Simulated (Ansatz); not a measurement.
`FB(Cl)Cl` + H₂O → `OB(Cl)Cl` + H–F at 298.15 K and 1 bar (formal hydrolysis of a B–F bond).

Program: Ansatz. Geometries: PBE0-D4/def2-TZVP. ΔE: electronic, gas phase. CCSD(T)/CBS is frozen-core, at the limit of the def2 triple- and quadruple-zeta sets. One conformer a species, not always the lowest.

| species | CCSD(T)/CBS energy (Eh) | H − E (kJ/mol) | S (J/(mol·K)) |
| --- | --- | --- | --- |
| `FB(Cl)Cl` | -1044.28205 | 37.6 | 287.3 |
| H₂O | -76.37685 | 66.4 | 188.7 |
| `OB(Cl)Cl` | -1020.26445 | 70.8 | 295.7 |
| H–F | -100.39431 | 33.5 | 173.6 |

H − E and S are ideal-gas, rigid-rotor, harmonic terms from PBE0-D4/def2-TZVP, for one conformer and one mirror image of each species. 1 Eh = 2625.50 kJ/mol, R = 8.31446 J/(mol·K).

Task: By hand: ΔE, ΔH, ΔS and ΔG.

Result: ΔE = (-1020.26445) + (-100.39431) − (-1044.28205) − (-76.37685) = 0.00014 Eh = 0.4 kJ/mol. Δ(H − E) = 70.8 + 33.5 − 37.6 − 66.4 = 0.3, so ΔH = 0.7 kJ/mol. ΔS = 295.7 + 173.6 − 287.3 − 188.7 = -6.7 J/(mol·K). ΔG = 0.7 − 298.15 × (-6.7)/1000 = 2.7 kJ/mol.

Task: By hand: the equilibrium constant, and the temperature at which ΔG would vanish if ΔH and ΔS stayed fixed.

Result: log₁₀ K = −ΔG/(RT ln 10) = -0.5. ΔH and −TΔS have one sign here, so there is no such temperature. One of them is within its doubt of zero, so this could turn.

TΔS isn't small against ΔH here. The sign of ΔG lies within the doubt. A doubt of 5 kJ/mol in ΔE shifts log₁₀ K by 0.9 here. Other conformers and mirror images would add mixing entropy, several J/(mol·K) or more a flexible species. These are equilibria of isolated gas molecules and say nothing of rates. Largest T1 diagnostic: 0.012 (customary marks: 0.02 for closed shells, 0.045 for open ones).
